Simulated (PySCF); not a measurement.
Compound: C6H7NOS (charge -1 and doublet state).
Cartesian coordinates in Å at the GFN2-xTB level; atoms count from 1:
```xyz
16
C6H7NOS angstrom
C      2.7775    0.1270   -0.2487
N      1.7569    0.4882   -1.2268
C      0.4380    0.3178   -0.7737
C     -0.3503    1.2593   -0.1514
C     -1.5753    0.7879    0.2883
C     -1.7807   -0.5859    0.0605
C     -2.8806   -1.3898    0.3551
O     -3.9442   -1.0267    0.9091
S     -0.3557   -1.2787   -0.7370
H      2.7315   -0.9289    0.0552
H      2.6327    0.7443    0.6380
H      3.7651    0.3327   -0.6682
H      1.9044   -0.0545   -2.0750
H     -0.0269    2.2858   -0.0620
H     -2.3377    1.3876    0.7539
H     -2.7626   -2.4572    0.0521
```

The hyperfine couplings belong to this conformer and change with its torsions.

As a line formula: `CNc1ccc([CH][O-])s1` [radical] (charge -1).

The calculation used UKS B3LYP, pcH-1 on C H N O S, non-relativistic, mean-field spin-orbit, GIAO (PySCF). Whether the extra electron is bound in the gas phase wasn't checked; a finite basis holds it in any case. A GFN2-xTB geometry isn't a minimum of the functional, and hyperfine couplings can be far from their values at a DFT geometry, by a factor of two or more for some ions and for spin on atoms past the first row. No stability test was run, so a lower SCF solution isn't excluded.

Principal values of hyperfine tensors in MHz (contact, dipolar and spin–orbit terms together), for some of the nuclei:

```
atom  isotope      A1      A2      A3
  C3      13C   15.09   15.91  105.85
  C1      13C   38.51   38.77   43.81
  C5      13C   -1.54   -1.38   57.97
  O8      17O  -89.53   16.76   17.82
 H15       1H  -25.87  -18.28   -8.26
 H13       1H   14.11   14.98   21.47
 H16       1H  -22.87  -18.18   -5.24
  C6      13C  -18.80  -16.01    3.66
```

Problem. Split each tensor into its isotropic and traceless parts, and turn a_iso into mT with g = 2.0050.

Solution. a_iso is a third of the trace, T = A − a_iso, and a(mT) = a(MHz)/(g × 13.996). The tensors hold a spin–orbit part: the run splits a_iso into a_FC + a_SO, and T includes its anisotropic share.

```tsv
atom	a_iso (MHz)	a_FC	a_SO	a_iso (mT)	T1	T2	T3
C3	45.62	45.37	0.24	1.626	-30.53	-29.71	60.24
C1	40.37	40.37	0.00	1.438	-1.86	-1.59	3.45
C5	18.35	18.40	-0.05	0.654	-19.89	-19.73	39.62
O8	-18.31	-18.25	-0.07	-0.653	-71.22	35.08	36.14
H15	-17.47	-17.48	0.01	-0.623	-8.40	-0.81	9.21
H13	16.85	16.84	0.02	0.601	-2.75	-1.87	4.62
H16	-15.43	-15.46	0.03	-0.550	-7.44	-2.75	10.19
C6	-10.38	-10.52	0.14	-0.370	-8.41	-5.63	14.04
```

Problem. What spin density at the nucleus of C3 lies behind its contact coupling (g_N = 1.40482)?

Solution. a_FC = 800.24 MHz bohr³ × g_N × ρ(0)/(2S). With a_FC = 45.37 MHz and 2S = 1, ρ(0) = 0.04036 bohr⁻³.

Problem. C4 (13C, g_N = 1.40482) isn't in the table. Its spin density at the nucleus is -0.02162 bohr⁻³. What is its contact coupling?

Solution. By the same relation, a_FC = -24.3 MHz. Its full tensor has the principal values -38.32, -18.11, -16.44 MHz.

Problem. Which nucleus of the table has the largest anisotropic coupling, and what is its form?

Solution. O8: -71.2, 35.1, 36.1 MHz (the dipolar term alone has -71.3, 34.8, 36.5), axial, in the ratio +1:+1:−2.

Problem. What first-order splitting does C1 cause when the field lies along A1, A2 or A3 of its tensor (g taken as isotropic, no quadrupole term)?

Solution. 2 lines (I = 1/2), spaced by |A_i|/(g × 13.996): 1.37, 1.38, 1.56 mT along the axes of A1, A2 and A3.

Hardware: one thread of an Arm Neoverse V2, shared host. Cost: 1.9 min wall (grids of density and orbitals included), 1.1 GiB resident at most.

The SMILES draws the unpaired electron on C7; the largest computed Mulliken spin population is on C3 (0.31 against 0.17).
